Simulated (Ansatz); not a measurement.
Isolated molecules relaxed with PBE0-D4/def2-TZVP in Ansatz; ΔE leaves out vibrations. CBS: MP2 limit from def2 TZ/QZ plus the TZ coupled-cluster correction, frozen cores. This one scheme is used for every species. DFT in def2-TZVPP. HSE06 is defined as in plane-wave codes. One conformer a species, not always the lowest.

`[SiH3][SiH2]Cl` + `[AlH2][NH][SiH3]` → `[SiH3][NH][AlH][SiH2]Cl` + SiH₄  (formal exchange of groups at the Si–Si bond)

| level | ΔE (kcal/mol) |
| --- | --- |
| HSE06-D4 | -1.5 |
| ωB97X-V | -1.1 |
| CAM-B3LYP | -0.4 |
| CCSD(T)/def2-SVP | -2.1 |

(1) What does CCSD(T)/CBS give? (An estimate is asked.)

Largest T1 diagnostic among the species: 0.012.

## Answers

(1) Computed: -1.4 kcal/mol. The listed levels differ from it by -0.1, 0.3, 1.0, -0.7 kcal/mol.

In def2-TZVPP, CCSD(T) changes the Hartree–Fock value by −1.3 kcal/mol (the triples alone add −0.2 kcal/mol) and MP2 by −1.0 kcal/mol. Leaving LDA and LC-ωPBE aside and taking each functional with its dispersion term where it has one, the values, not all of them listed here, spread over 3.8 kcal/mol, from BHLYP-D4 to B97M-V. At CCSD(T), def2-SVP lies −0.7 kcal/mol from the extrapolated value and def2-TZVPP −0.3 kcal/mol.
